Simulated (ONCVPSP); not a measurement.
**arsenic (As): one change to an ONCV potential, before and after**

| Item | Value |
| --- | --- |
| Element | As (Z = 33) |
| Generator | ONCVPSP 4.0.1 |
| Type | optimised norm-conserving Vanderbilt (ONCV) |
| Functional | BLYP |
| Relativity | scalar-relativistic |
| Frozen core | [Ar] 3d10 |
| Valence charge | 5 |
| Reference configuration | 4s2 4p3 |
| Partial waves | 4s: rc 1.30 bohr, ncon 4, nbas 9, qcut 5 1/bohr, 2 projectors, debl 1 Ha; 4p: rc 2.05 bohr, ncon 3, nbas 6, qcut 3.4 1/bohr, 1 projector; d scattering state at 0.06 Ha: rc 1.80 bohr, ncon 3, nbas 7, qcut 4.8 1/bohr, 3 projectors, debl 3.1 Ha |
| Local potential | polynomial inside 1.15 bohr (lpopt 5, dvloc0 -1 Ha) |
| Core correction | Teter function, fcfact 2, rcfact 1.8 |

Change: functional PBE.

Cutoffs: the cutoffs (Ha) at which the residual kinetic energy of the hardest occupied pseudo-wave falls to 1 and 0.1 mHa per electron; they do not see the model core or the augmentation charge, which bear on the density cutoff. Errors are all-electron minus pseudo energies relative to the spin-unpolarised reference configuration.

Question: What does the change do?

Answer: The potential gets neither clearly harder nor softer (30 Ha and 135 Ha → 28 Ha and 134 Ha); both files keep a bound ghost (s); of the 4 tests that both files solve, the error grows in 4 and shrinks in 0 by more than 15 % and 0.3 meV (median size 66.6 → 95.0 meV).

| quantity | base | changed |
| --- | --- | --- |
| cutoff, loose | 30 Ha | 28 Ha |
| cutoff, tight | 135 Ha | 134 Ha |
| loose cutoff by channel | s 30 Ha, p 3.7 Ha | s 28 Ha, p 3.7 Ha |
| bound ghosts | s | s |
| GHOST(+) flags under 300 eV | d at 41.5 eV, s at 132.4 eV | d at 41.6 eV, s at 135.0 eV |
| error for 4s2 4p2, meV [ΔE 9.03 → 9.15 eV] | -18 | -25 |
| error for 4s2 4p1, meV [ΔE 26.89 → 27.07 eV] | -115 | -165 |
| error for 4s2 4p0, meV [ΔE 54.64 → 54.77 eV] | -392 | -561 |
| error for 4s2 4p2.5, meV [ΔE 3.49 → 3.56 eV] | -3.5 | -4.6 |
| s: phases at 1.32 bohr within 0.05 rad from the reference energy up to (Ha; the scan ends near 5) | 4.1 | 4.2 |
| p: phases at 2.09 bohr within 0.05 rad from the reference energy up to (Ha; the scan ends near 5) | 1.0 | 1.0 |
| d: phases at 1.83 bohr within 0.05 rad from the reference energy up to (Ha; the scan ends near 5) | 0.6 | 0.6 |
| rms error of d²Exc/dni dnj with the model core, mHa | 0.96 | 2.67 |

Base: The cutoffs count occupied waves only; projector 3 of the d channel, the hardest unoccupied one, needs 168 Ha at the loose tolerance. Changed file: The cutoffs count occupied waves only; projector 3 of the d channel, the hardest unoccupied one, needs 168 Ha at the loose tolerance. A true bound ghost makes a file unfit for plane-wave use even where its test errors are small: the radial tests pick states by their node count and pass the ghost by.
